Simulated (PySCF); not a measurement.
C3H8BF, SMILES CC(C)BF. Atoms are numbered in the order given.

```xyz
13

B      0.4795    -0.5681     0.9132
F      0.2176     0.1607     1.9934
H      0.9237    -1.6787     1.1104
C      0.2677     0.0226    -0.5239
C     -0.5614     1.3123    -0.5704
C     -0.2300    -1.0362    -1.5230
H      1.3148     0.2721    -0.8150
H     -0.5750     1.7456    -1.5841
H     -1.6083     1.1176    -0.2830
H     -0.1702     2.0758     0.1193
H      0.3927    -1.9444    -1.5020
H     -0.2253    -0.6472    -2.5545
H     -1.2657    -1.3398    -1.2946
```

Geometry: B3LYP-D3(BJ)/def2-SVP. This is a generated structure with no PubChem entry under its InChIKey; it may be hypothetical. Other conformers were not sampled.

Calculation: B3LYP-D3(BJ)/def2-SVP (PySCF).

No scaling factor is applied to the harmonic values.

```
mode  ν (cm⁻¹)  IR (km/mol)  Raman (Å⁴/amu)  depolarisation  moving atoms (share of kinetic energy)
----  --------  -----------  --------------  --------------  --------------------------------------
1           54          0.2             0.4            0.73          H 32 %, F 28 %, B 23 %, C 17 %
2          203          1.5             0.1            0.53                  C 37 %, H 32 %, F 31 %
3          218          0.2             0.1            0.70                                  H 96 %
4          236          0.2             0.3            0.72                           H 81 %, C 9 %
5          315          0.6             1.1            0.62            H 46 %, C 36 %, B 9 %, F 9 %
6          366          0.3             0.2            0.25                          C 55 %, H 44 %
7          514          4.5             1.9            0.45          C 36 %, F 29 %, H 20 %, B 15 %
8          754          9.7             8.0            0.12                  B 35 %, H 35 %, C 30 %
9          861         27.5             4.1            0.29                  H 68 %, B 18 %, C 14 %
10         916          1.6             1.1            0.62                          H 83 %, C 17 %
11         938         15.4             4.2            0.73                  H 55 %, C 33 %, B 12 %
12         979          1.4             3.9            0.75                          H 70 %, C 30 %
13        1043         24.2             1.2            0.71                  H 65 %, B 19 %, C 16 %
14        1111         28.4             3.7            0.66                  H 57 %, C 25 %, B 11 %
15        1135          8.1             5.4            0.74                   H 52 %, C 35 %, F 9 %
16        1185          3.1             1.5            0.66                          H 56 %, C 42 %
17        1267         35.0             3.5            0.70                  H 51 %, C 28 %, B 15 %
18        1297         12.1             5.6            0.71                          H 58 %, C 35 %
19        1383        147.7             2.7            0.70                  B 34 %, H 34 %, C 25 %
20        1389         23.5             1.9            0.75                          H 72 %, C 20 %
21        1411         29.8             1.5            0.74                          H 73 %, C 17 %
22        1460          1.2            28.5            0.75                                  H 96 %
23        1472          5.8             2.3            0.75                                  H 96 %
24        1480         18.8             8.8            0.75                                  H 96 %
25        1487         28.1            17.1            0.75                                  H 91 %
26        2586        175.4            98.6            0.20                           H 91 %, B 9 %
27        2931         25.6           108.1            0.28                                  H 93 %
28        3019         28.6            41.5            0.00                                  H 97 %
29        3024         26.7           205.4            0.00                                  H 97 %
30        3093          5.9            23.3            0.72                           H 91 %, C 9 %
31        3095         46.7           110.9            0.74                           H 91 %, C 9 %
32        3108         25.2            73.4            0.72                           H 91 %, C 9 %
33        3115         21.3            73.4            0.70                           H 91 %, C 9 %
```
